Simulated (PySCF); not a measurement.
Compound: C4H12NSi2 (doublet state).
Z-matrix (Å and degrees, GFN2-xTB geometry), rows numbered from 1:
```
Si
Si  1  2.3039
N   2  1.7284  1  107.93
C   3  1.4398  2  123.49  1    49.95
C   4  1.5251  3  111.99  2    76.23
C   5  1.4566  4  121.99  3   143.71
C   6  1.4638  5   62.91  4  -107.90
H   1  1.4687  2  112.85  3   -88.97
H   1  1.4670  2  114.34  3    31.58
H   1  1.4657  2  111.07  3   152.05
H   2  1.4681  1  116.42  3  -113.27
H   2  1.4805  1  111.78  3   125.41
H   3  1.0100  2  116.38  1  -166.47
H   4  1.0954  3  109.20  2  -162.32
H   4  1.0937  3  108.28  2   -44.56
H   5  1.0852  4  111.80  3   -66.51
H   6  1.0694  5  130.56  7   120.88
H   7  1.0817  5  117.30  6   109.21
H   7  1.0865  5  119.59  6  -108.42
```

The hyperfine couplings belong to this conformer and change with its torsions.

The species is `[SiH3][SiH2]NC[C@@H]1[CH]C1` [radical].

Computed, not measured: PySCF 2.14.0, UKS B3LYP, pcH-1 on C H N Si, non-relativistic, mean-field spin-orbit, GIAO. Isolated species at its GFN2-xTB geometry (one conformer only). A GFN2-xTB geometry isn't a minimum of the functional, and hyperfine couplings can be far from their values at a DFT geometry. Stability of the SCF solution: not tested.

Task: Where do the isotropic ENDOR lines of N3, H18, H16, H19, H17, H12, H11, H15 and H14 fall at 1215.2 mT, to first order?

Result: ν± = |νn ± a/2|, one line for each electron-spin manifold; νn = |g_N| × 7.62259 MHz/T × B.

| nuclei | isotope | g_N | νn (MHz) | a_iso (MHz) | lower line (MHz) | upper line (MHz) |
| --- | --- | --- | --- | --- | --- | --- |
| N3 | 14N | 0.4038 | 3.74 | 0.97 | 3.26 | 4.22 |
| H18 | 1H | 5.5857 | 51.74 | 82.78 | 10.35 | 93.13 |
| H16 | 1H | 5.5857 | 51.74 | 77.76 | 12.86 | 90.62 |
| H19 | 1H | 5.5857 | 51.74 | 50.65 | 26.41 | 77.07 |
| H17 | 1H | 5.5857 | 51.74 | -12.45 | 45.52 | 57.96 |
| H12 | 1H | 5.5857 | 51.74 | 3.17 | 50.15 | 53.33 |
| H11 | 1H | 5.5857 | 51.74 | 3.09 | 50.19 | 53.29 |
| H15 | 1H | 5.5857 | 51.74 | -1.95 | 50.77 | 52.71 |
| H14 | 1H | 5.5857 | 51.74 | -1.87 | 50.80 | 52.68 |

Task: Which pairs are centred on the nuclear Larmor frequency, and which on half the coupling?

Result: Centred on νn, since |a| < 2νn: N3, H18, H16, H19, H17, H12, H11, H15 and H14. No pair has |a| > 2νn.

The run took 1.7 min wall (with the writing of density and orbital grids) on one thread of an Arm Neoverse V2, shared host with 96 logical CPUs at a one-minute load of 52, and the process peaked at 1.1 GiB of memory.
